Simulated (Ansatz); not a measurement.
`BO[Si](O)(O)O` + `N[Si](O)(O)O` → `O[Si](O)(O)N[Si](O)(O)O` + `BO`  (ligand exchange at the Si–O bond)

Gas-phase electronic energies from Ansatz, PBE0-D4/def2-TZVP geometries. CCSD(T)/CBS is the MP2 limit (def2-TZVPP, def2-QZVPP) plus CCSD(T) − MP2 in def2-TZVPP, frozen cores. This one scheme is used for every species. DFT in def2-TZVPP. B3LYP here is the variant with VWN-RPA as its local correlation; programs differ in this. HSE06 is defined as in plane-wave codes. Each species was taken in one conformer, which may not be the lowest.

```csv
level,ΔE (kJ/mol),difference from CCSD(T)/CBS
LDA (SPW92),0.0,-14.1
PBE0-D4,7.5,-6.6
ωB97X-V,13.1,-1.0
ωB97M-V,11.7,-2.4
PBE,10.6,-3.5
BLYP,20.0,5.9
B3LYP,20.7,6.6
r2SCAN0,16.5,2.4
HSE06,13.2,-0.9
LC-ωPBE,14.4,0.3
RPA@PBE/def2-TZVPP,11.7,-2.4
CCSD/def2-SVP,-2.3,-16.4
CCSD(T)/def2-SVP,-4.9,-19.0
SCS-MP2/def2-TZVPP,16.2,2.1
HF/def2-QZVPP,36.0,21.9
MP2/def2-QZVPP,13.7,-0.4
CCSD(T)/CBS,14.1,0
```

Largest T1 diagnostic among the species: 0.014.

At CCSD(T), def2-SVP lies −19.0 kJ/mol from the extrapolated value and def2-TZVPP −2.0 kJ/mol. From BLYP to BHLYP (50 % exact exchange), in def2-TZVPP and without D4, ΔE moves by +3.2 kJ/mol. The D4 term adds −9.5 kJ/mol with B3LYP and −5.8 kJ/mol with PBE0; it sums over pairs of atoms, weighted by their polarisabilities, and B3LYP, whose exchange is more repulsive, gets the larger term.
